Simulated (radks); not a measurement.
Task: Valence configurations of Ti2+ (all share [Ar]). Calculated with a radial shooting solver on a logarithmic mesh with Libxc functionals: scalar-relativistic Kohn-Sham, PBE, spin-polarised, spherical densities, point nucleus; open shells are filled with parallel spins first. Order these by energy: 4s1 4p1; 3d1 4p1; 4p2; 3d2; 4s2; 3d1.5 4s0.5; 3d1 4s1; 3d1.5 4p0.5.

Result: From the lowest, in eV above it: 3d2 0.000; 3d1.5 4s0.5 1.880; 3d1.5 4p0.5 4.237; 3d1 4s1 4.427; 3d1 4p1 9.349; 4s2 12.782; 4s1 4p1 17.093; 4p2 22.443. NIST lists [Ar] 3d2 as the ground configuration; this level of theory agrees among the configurations tried. The energies are those of spherical high-spin densities, not of single terms.
